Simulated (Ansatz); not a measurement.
`[SH][Zn][Cl]` + HCl → `[Cl][Zn][Cl]` + H₂S at 600 K and 1 bar (ligand exchange at a Zn–S bond).

Program: Ansatz. Geometries: PBE0-D4/def2-TZVP. ΔE: electronic, gas phase. CBS: MP2 limit from def2 TZ/QZ plus the TZ coupled-cluster correction, frozen cores. This one scheme is used for every species. For Zn outer-core shells are correlated without core-valence functions, which leaves a few kJ/mol of doubt a bond. Scalar relativity is left out up to krypton. One conformer a species, not always the lowest.

| species | CCSD(T)/CBS energy (Eh) | H − E (kJ/mol) | S (J/(mol·K)) |
| --- | --- | --- | --- |
| `[SH][Zn][Cl]` | -2636.62673 | 63.0 | 354.9 |
| HCl | -460.38127 | 35.4 | 207.2 |
| `[Cl][Zn][Cl]` | -2698.04832 | 38.4 | 318.1 |
| H₂S | -398.97279 | 60.8 | 230.9 |

H − E and S are ideal-gas, rigid-rotor, harmonic terms from PBE0-D4/def2-TZVP, for one conformer and one mirror image of each species. 1 Eh = 2625.50 kJ/mol, R = 8.31446 J/(mol·K).

Problem. By hand: ΔE, ΔH, ΔS and ΔG.

Solution. ΔE = (-2698.04832) + (-398.97279) − (-2636.62673) − (-460.38127) = -0.01311 Eh = -34.4 kJ/mol. Δ(H − E) = 38.4 + 60.8 − 63.0 − 35.4 = 0.8, so ΔH = -33.6 kJ/mol. ΔS = 318.1 + 230.9 − 354.9 − 207.2 = -13.1 J/(mol·K). ΔG = -33.6 − 600 × (-13.1)/1000 = -25.7 kJ/mol.

Problem. By hand: the equilibrium constant, and the temperature at which ΔG would vanish if ΔH and ΔS stayed fixed.

Solution. log₁₀ K = −ΔG/(RT ln 10) = 2.2. ΔG = 0 at ΔH/ΔS = 2565 K, far beyond where these terms or the molecules hold.

The number of gas molecules stays the same, so ΔS is small and ΔH decides. A doubt of 5 kJ/mol in ΔE shifts log₁₀ K by 0.4 here. Other conformers and mirror images would add mixing entropy, several J/(mol·K) or more a flexible species. These are equilibria of isolated gas molecules and say nothing of rates. Largest T1 diagnostic: 0.014 (customary marks: 0.02 for closed shells, 0.045 for open ones).
